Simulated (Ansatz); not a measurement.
System: C$_{2}$H$_{2}$Cl$_{4}$ (charge 0, singlet). SMILES: ClC(Cl)C(Cl)Cl
Geometry from a B3LYP-D3(BJ)/def2-TZVP (Ansatz, an electronic-structure program) optimisation:
```
C
H 1 1.0846
C 1 1.5294 2 110.81
H 3 1.0846 1 110.81 2 180.00
Cl 3 1.7847 4 107.79 1 120.88
Cl 1 1.7847 2 107.79 3 -120.88
Cl 3 1.7847 4 107.79 1 -120.88
Cl 1 1.7847 2 107.79 3 120.88
```
Charge 0, spin multiplicity 1.

Cost and error of PBE with Ansatz in habitual basis sets for the enthalpy of formation at 298 K (kcal/mol). Set-up: LANL2DZ with its own core potentials from Na on; dispersion terms only where a functional's name holds one; open shells spin-unrestricted; six Cartesian d functions in 6-31G* and its kin unless marked 5d; non-relativistic; 6-311+G** with 5d, 6d on Na to Ar in Ansatz; no spin-orbit coupling. Ab initio and DFT rows: single points at B3LYP-D3(BJ) geometries (Ansatz), with unscaled harmonic terms from B3LYP/6-31G* (Ansatz) at its own minima, enthalpies of formation by atomisation with measured atoms. Costs are core time of energy and forces over that of the cheapest set, on one shared machine, to one figure and rough; under a factor of 2 they don't order.

Measured values: CRC Handbook, as tabulated in the package chemicals; they hold spin-orbit and core effects, anharmonicity and other conformers. For ClC(Cl)C(Cl)Cl (enthalpy of formation at 298 K) the tabulated value and RI-MP2/CBS(cc-pV(T+d)Z,cc-pV(Q+d)Z)+[CCSD(T)-MP2]/cc-pV(T+d)Z (Ansatz) part by 3.1 kcal/mol: another conformer or state, missing terms or a fault of the table's entry are possible. 

Value to compare with: -35.7 kcal/mol.

```csv
level,relative cost,enthalpy of formation at 298 K (kcal/mol),error
PBE/LANL2DZ,1×,-3.3,32.4
PBE/STO-3G,1×,-138.7,-103.0
PBE/3-21G,1×,-21.8,13.9
PBE/6-31G*,2×,-57.0,-21.3
PBE/def2-SVP,2×,-63.8,-28.1
PBE/6-311+G**,5×,-51.0,-15.3
```

The dearest set gives -15.3 kcal/mol. A small set can land close by cancelling terms.
